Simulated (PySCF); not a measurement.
## Nuclear quadrupole coupling in `[BH3-][N+]#CCB(OC)OC`

C₄H₁₁B₂NO₂.
Cartesian coordinates in Å at the PBE0-D3(BJ)/def2-SVP level; atoms count from 1:
```xyz
20
C4H11B2NO2 angstrom
B      3.5371    0.3909   -1.0994
N      2.3718    0.1486   -0.1321
C      1.4680   -0.0047    0.5654
C      0.2891   -0.1834    1.3754
B     -1.0474   -0.3802    0.5023
O     -1.4159    0.4304   -0.5108
C     -0.7007    1.5438   -0.9883
O     -1.8304   -1.4149    0.8674
C     -3.0445   -1.7033    0.2104
H      4.5609    0.0780   -0.5077
H      3.3166   -0.3166   -2.0747
H      3.4935    1.5869   -1.3662
H      0.1757    0.7007    2.0275
H      0.4184   -1.0595    2.0287
H     -0.2142    2.1091   -0.1762
H     -1.4077    2.2137   -1.4966
H      0.0716    1.2356   -1.7102
H     -3.7201   -2.1831    0.9321
H     -2.8682   -2.4014   -0.6230
H     -3.5168   -0.7938   -0.1893
```

Field gradients from the PBE0/pcSseg-1 density (PySCF, non-relativistic), principal values in atomic units, ordered |Vxx| ≤ |Vyy| ≤ |Vzz|:

| atom | Vxx | Vyy | Vzz |
| --- | --- | --- | --- |
| B1 | -0.1200 | -0.1284 | 0.2484 |
| N2 | 0.1752 | 0.2564 | -0.4317 |
| B5 | -0.1318 | -0.1760 | 0.3078 |
| O6 | -0.7837 | -0.8191 | 1.6029 |
| O8 | -0.7668 | -0.7917 | 1.5586 |

Find the asymmetry η = (Vxx − Vyy)/Vzz and the couplings χ = eQV/h (234.96 MHz × Q in barn × V in au), with Q(11B) = 0.04059 b, Q(14N) = 0.02044 b, Q(17O) = −0.0256 b.

| atom | environment | nucleus | η | χzz (MHz) | χxx (MHz) | χyy (MHz) |
| --- | --- | --- | --- | --- | --- | --- |
| B1 | four-coordinate boron | 11B | 0.03 | 2.369 | -1.145 | -1.225 |
| N2 | nitrogen bonded to B and C | 14N | 0.19 | -2.073 | 0.842 | 1.232 |
| B5 | three-coordinate boron | 11B | 0.14 | 2.936 | -1.257 | -1.679 |
| O6 | boron-bound oxygen | 17O | 0.02 | -9.64 | 4.71 | 4.93 |
| O8 | boron-bound oxygen | 17O | 0.02 | -9.37 | 4.61 | 4.76 |

The gradient is axial or nearly so (η below 0.05) at B1, O6 and O8. The tensor is traceless: Vxx + Vyy + Vzz = 0.

What is Vzz at O8 in SI units (1 au = 9.71736 × 10²¹ V/m²)?

1.5586 au = 15.145 × 10²¹ V/m².

And the gradient at the other heavy atoms, for which no coupling is worked out here?

```json
{"atom": "C3", "environment": "triply bonded carbon", "Vzz (au)": "-0.356", "η": "0.05"}
{"atom": "C4", "environment": "sp3 carbon bound to boron", "Vzz (au)": "0.256", "η": "0.60"}
{"atom": "C7", "environment": "methoxy carbon", "Vzz (au)": "0.457", "η": "0.10"}
{"atom": "C9", "environment": "methoxy carbon", "Vzz (au)": "0.451", "η": "0.05"}
```

Were the hydrogens deuterons (Q(2H) = 0.00286 b), χzz would run from 131 kHz (H12 and H11) to 193 kHz (H14, H18 and H16).

The structure is a single PBE0-D3(BJ)/def2-SVP conformer in the gas phase; no vibrational or solvent corrections. The small basis limits the accuracy of the gradients.

The run behind these numbers computed NMR shieldings as well. The run took 83 s of wall time on one thread of an Intel Xeon at 2.70 GHz, shared host, and the process peaked at 0.97 GiB of memory.
